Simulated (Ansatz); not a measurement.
Reaction (ligand exchange at the Si–N bond): `CN[SiH](C)N` + silanol → `C[SiH](N)O[SiH3]` + CH₃NH₂

Computed with Ansatz on PBE0-D4/def2-TZVP structures; ΔE is electronic, products minus reactants. CBS: MP2 limit from def2 TZ/QZ plus the TZ coupled-cluster correction, frozen cores. DFT in def2-TZVPP. B3LYP here is the variant with VWN-RPA as its local correlation; programs differ in this. Each species was taken in one conformer, which may not be the lowest.

| level | ΔE (kJ/mol) | difference from CCSD(T)/CBS |
| --- | --- | --- |
| PBE-D4 | -60.0 | 6.6 |
| r2SCAN-D4 | -66.9 | -0.3 |
| PBE0-D4 | -63.2 | 3.4 |
| B3LYP-D4 | -68.2 | -1.6 |
| ωB97X-V | -66.6 | 0.0 |
| ωB97M-V | -65.9 | 0.7 |
| B2PLYP | -68.5 | -1.9 |
| PBE | -60.7 | 5.9 |
| r2SCAN | -67.0 | -0.4 |
| PBE0 | -63.6 | 3.0 |
| B3LYP | -69.0 | -2.4 |
| HF/def2-TZVPP | -79.9 | -13.3 |
| MP2/def2-TZVPP | -65.1 | 1.5 |
| SCS-MP2/def2-TZVPP | -68.1 | -1.5 |
| CCSD/def2-TZVPP | -68.7 | -2.1 |
| CCSD(T)/def2-TZVPP | -67.0 | -0.4 |
| HF/def2-QZVPP | -81.1 | -14.5 |
| MP2/def2-QZVPP | -65.3 | 1.3 |
| SCS-MP2/def2-QZVPP | -68.2 | -1.6 |
| HF/CBS(def2) | -81.3 | -14.7 |
| MP2/CBS(def2) | -64.7 | 1.9 |
| CCSD/CBS(def2) | -68.3 | -1.7 |
| CCSD(T)/CBS | -66.6 | 0 |

Largest T1 diagnostic among the species: 0.011.

In def2-TZVPP, CCSD(T) changes the Hartree–Fock value by +12.9 kJ/mol (the triples alone add +1.7 kJ/mol) and MP2 by +14.8 kJ/mol.
